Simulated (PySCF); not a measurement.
# Energy of Pt- (platinum, charge -1) between two integer charges

The 6s beta orbital of [Xe] 4f14 5d9 6s2 is emptied in steps (occupation f), with all orbitals relaxed, ending at [Xe] 4f14 5d9 6s1. Computed with PySCF 2.14 in aug-cc-pVTZ-PP with ECP60MDF (6s6p5d3f2g, 88 functions), with a scalar-relativistic core potential. The exact energy is a straight line in f; departures are measured from the line between the end points of the same method.

| f | PBE (eV) |
| --- | --- |
| 1 | 0.000 |
| 0.9 | -0.241 |
| 0.7 | -0.573 |
| 0.5 | -0.691 |
| 0.3 | -0.611 |
| 0.1 | -0.263 |
| 0 | 0.000 |

Task: For PBE, how does the orbital energy at f = 1 compare with the removal energy?

Result: −ε = -0.549 eV against a total-energy difference of 2.101 eV. By Janak's theorem ε = ∂E/∂f, so the gap between them reflects the curvature. Along the path −ε is -0.067 (f = 0.9), 0.962 (f = 0.7), 2.077 (f = 0.5), 3.275 (f = 0.3), 4.426 (f = 0.1) eV.

At f = 1 the orbital energy is positive for PBE: only the finite basis holds the electron.

Reference removal energy between the ground levels: 2.125 eV (measured; photodetachment measurements, as compiled on the Wikipedia data page of electron affinities). The calculation has no spin-orbit coupling.
